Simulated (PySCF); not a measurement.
Isomers of C4H8SSi2, mass 143.989 u with the commonest isotopes. Computed with CAM-B3LYP/def2-SVPD in PySCF (dipole) on a GFN2-xTB geometry, gas phase. One conformer each, none proved a minimum here; rigid rotors.

Question: Order these by dipole moment, largest first.
A. `[CH:1]#[C:2][C@H:3]1[SiH2:4][CH2:5][S:6][SiH2:7]1` with C2–C3–Si4–C5 163°, C3–Si4–C5–S6 -35°, Si4–C5–S6–Si7 17°, C5–S6–Si7–C3 8°
B. `[SiH3:1][S:2][C:3]1=[CH:4][CH:5]=[CH:6][SiH2:7]1` with Si1–S2–C3–C4 0°
C. `[SiH2]1C=CS[SiH2]C=C1`

Answer: C (1.60 D), A (1.43 D), B (1.28 D).

Question: Order these by rotational constant C, largest first.
A. `[CH2:1]=[CH:2][S:3][SiH2:4][C:5]#[C:6][SiH3:7]` with C1–C2–S3–Si4 5°, C2–S3–Si4–C5 -63°
B. `C1=C[SiH2]SC=C[SiH2]1`
C. `[SiH3:1][S:2][C:3]1=[CH:4][CH:5]=[CH:6][SiH2:7]1` with Si1–S2–C3–C4 0°
D. `[CH:1]#[C:2][C@H:3]1[SiH2:4][CH2:5][S:6][SiH2:7]1` with C2–C3–Si4–C5 163°, C3–Si4–C5–S6 -35°, Si4–C5–S6–Si7 17°, C5–S6–Si7–C3 8°

Answer: B (976.2 MHz), D (824.9 MHz), C (708.4 MHz), A (557.1 MHz).

Question: Order these by rotational constant B, largest first.
A. `C1=CS[SiH2]C=C[SiH2]1`
B. `[CH:1]#[C:2][C@H:3]1[SiH2:4][CH2:5][S:6][SiH2:7]1` with C2–C3–Si4–C5 163°, C3–Si4–C5–S6 -35°, Si4–C5–S6–Si7 17°, C5–S6–Si7–C3 8°
C. `[CH2:1]=[CH:2][S:3][SiH2:4][C:5]#[C:6][SiH3:7]` with C1–C2–S3–Si4 5°, C2–S3–Si4–C5 -63°
D. `[SiH3:1][S:2][C:3]1=[CH:4][CH:5]=[CH:6][SiH2:7]1` with Si1–S2–C3–C4 0°

Answer: A (1545 MHz), B (1145 MHz), D (879.8 MHz), C (640.9 MHz).

```tsv
SMILES	point group	Ia (u·Å²)	Ib (u·Å²)	Ic (u·Å²)	κ	μa (D)	μb (D)	μc (D)
C#C[C@H]1[SiH2]CS[SiH2]1	C1	203.17	441.23	612.67	-0.61	0.54	1.17	0.61
C1=C[SiH2]SC=C[SiH2]1	C1	265.03	327.04	517.67	0.22	0.73	0.83	1.17
C=CS[SiH2]C#C[SiH3]	C1	206.19	788.58	907.16	-0.91	1.23	0.39	0.76
[SiH3]SC1=CC=C[SiH2]1	Cs	150.82	574.40	713.37	-0.87	0.03	1.28	0.00
```
